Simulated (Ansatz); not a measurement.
Worked example: GeH3Br + C2H4S → GeH3(SH) + C2H3Br

Species: GeH3Br `[GeH3][Br]`, singlet; C2H4S `C=CS`, singlet; GeH3(SH), singlet; C2H3Br (vinyl bromide) `C=CBr`, singlet. The partners trade Br for SH: Ge–Br and C–SH bonds give way to Ge–SH and C–Br.

Shapes, held fixed at every level: PBE0-D4/def2-TZVP. Flexible molecules stand in one conformer, not always the lowest. Programs: Ansatz 0.2.0. Electronic energies: no zero-point or thermal term.

At CCSD(T)/def2-TZVPP; 1 Eh = 2625.50 kJ/mol:

| species | energy (Eh) |
| --- | --- |
| GeH3Br | -4650.143558 |
| C2H4S | -476.174603 |
| GeH3(SH) | -2475.752636 |
| C2H3Br | -2650.549247 |

Question: Work out ΔE of the reaction at this level.

Answer: 
1. Products less reactants: (-2475.752636) + (-2650.549247) − [(-4650.143558) + (-476.174603)] = 0.016278 Eh = +42.7 kJ/mol.

Other levels give +43.6 (MP2/def2-TZVPP) to +56.1 kJ/mol (HF/def2-TZVPP). No measured value is set beside it here. Relativity is left out for Br, Ge unless named. Correlated rows may include outer-core shells of Br, Ge, which these sets cover unevenly.
